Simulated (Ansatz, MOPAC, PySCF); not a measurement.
C₄H₁₂GeO₃, SMILES `CCC[CH2][Ge]([OH])([OH])[OH]`, neutral singlet in the gas phase. 

Z-matrix (Å, degrees):
```
C
H 1 1.1042
H 1 1.1043 2 105.91
C 1 1.5306 2 109.39 3 -117.74
H 4 1.1050 1 109.08 2 -179.76
H 4 1.1050 5 105.83 1 -117.19
C 4 1.5277 5 109.76 6 -118.38
H 7 1.1014 4 111.64 5 58.02
H 7 1.1027 8 107.68 4 -122.28
H 7 1.1027 8 107.66 9 -115.47
C 1 1.5326 2 109.39 3 117.67
H 11 1.1025 1 111.36 2 63.00
H 11 1.1026 12 106.95 1 -121.74
Ge 11 1.9369 12 107.57 13 -115.07
O 14 1.7836 11 112.66 12 50.60
H 15 0.9672 14 110.85 11 127.54
O 14 1.7843 15 107.90 16 5.09
H 17 0.9671 14 110.76 15 -106.82
O 14 1.7853 15 107.22 16 -109.54
H 19 0.9670 14 110.90 15 1.91
```
Charge 0, spin multiplicity 1.

All levels are single points at this geometry (B3LYP-D3(BJ)/def2-SVP); Pople sets use spherical d functions. Orbital energies aren't observables, and empty levels follow the basis.

AM1 in MOPAC gives dipole (D) = 0.88.

**Question.** Estimate the dipole (D) from each of these levels: B3LYP-D3(BJ)/def2-TZVP in Ansatz (an electronic-structure program); B3LYP/6-31G* in PySCF; HF/6-31G* in PySCF; PM3 in MOPAC; PM7 in MOPAC.

**Answer.** 
| level | dipole (D) |
|---|---|
| B3LYP-D3(BJ)/def2-TZVP in Ansatz | 0.22 |
| B3LYP/6-31G* in PySCF | 0.43 |
| HF/6-31G* in PySCF | 0.52 |
| PM3 in MOPAC | 0.20 |
| PM7 in MOPAC | 1.18 |
